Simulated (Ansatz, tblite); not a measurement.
Cost and result up the ladder for SiH(NHEt)3 (C₆H₁₉N₃Si) (29 atoms). The state is a singlet with charge 0. Geometry: r2SCAN-D4/def2-SVP.

```xyz
29

Si    0.0998   -0.1267   -0.1833
H    -0.5420    0.3537    1.0914
N    -1.0280   -1.1468   -1.0038
C    -1.9841   -2.0402   -0.3797
C    -3.4269   -1.5530   -0.4790
H    -1.1770   -0.9903   -1.9969
H    -1.9113   -3.0612   -0.8083
H    -1.7058   -2.1495    0.6849
H    -3.5390   -0.5711    0.0095
H    -4.1274   -2.2611   -0.0059
H    -3.7286   -1.4384   -1.5345
N     1.5499   -1.0063    0.1572
C     2.5446   -0.6390    1.1469
C     2.4602   -1.4541    2.4344
H     1.5914   -1.9756   -0.1450
H     3.5672   -0.7241    0.7257
H     2.4136    0.4338    1.3795
H     1.4733   -1.3302    2.9089
H     3.2359   -1.1520    3.1576
H     2.5983   -2.5284    2.2249
N     0.5109    1.2273   -1.1737
C    -0.2793    2.4304   -1.3456
C     0.2959    3.6470   -0.6262
H     1.4620    1.2855   -1.5266
H    -0.4075    2.6673   -2.4217
H    -1.2982    2.2264   -0.9685
H     0.3646    3.4600    0.4578
H    -0.3244    4.5443   -0.7876
H     1.3121    3.8722   -0.9922
```

Ansatz on 4 threads of Arm Neoverse V2 on a shared host; xTB runs through tblite on one thread. Times are rough, summed over both states, and most runs start from the orbitals of an earlier one. PBE0-D4/def2-TZVP serves as the yardstick here, not as an exact answer. The other state is a triplet.

The xTB rows come from tblite. HOMO above LUMO, or a gap near zero within one spin, warns that the state may not be the lowest or that an electron is smeared out.

xTB has no spin-polarisation term.

```csv
level,functions,wall time,vertical triplet (eV),difference from PBE0-D4/def2-TZVP (eV),remarks
GFN2-xTB,64,0.029 s,6.50,0.61,–
GFN1-xTB,83,0.043 s,6.78,0.89,–
PBE-D4/def2-TZVP (with forces),430,65 s,5.29,-0.60,gap within one spin near zero (triplet)
PBE0-D4/def2-TZVP,430,1.7 min,5.89,0.00,–
r2SCAN-D4/def2-TZVP,430,1.8 min,5.63,-0.26,–
```
